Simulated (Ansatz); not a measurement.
Mulliken charges of FK (`[F][K]`) from ωB97M-V/def2-TZVPP in Ansatz (PBE0-D4/def2-TZVP geometry).

```csv
atom,x (Å),y (Å),z (Å),charge (e)
F1,0.946,-0.362,0.470,-0.747
K2,-0.917,0.302,-0.466,0.747
```

Problem. By hand: the dipole of these point charges (1 e Å = 4.8032 D).

Solution. Σ q r = (-1.392, 0.496, -0.699) e Å, of length 1.635 e Å = 7.85 D.

Problem. How does the dipole of the full density compare? (Best estimate.)

Solution. Computed: (-1.524, 0.544, -0.767) e Å, 8.60 D; the point charges give 0.91 times that, at 0° from its direction.

Point charges leave out the atoms' own dipoles, such as those of lone pairs, and Mulliken's split depends on the basis, so the close match here is no proof of good charges.
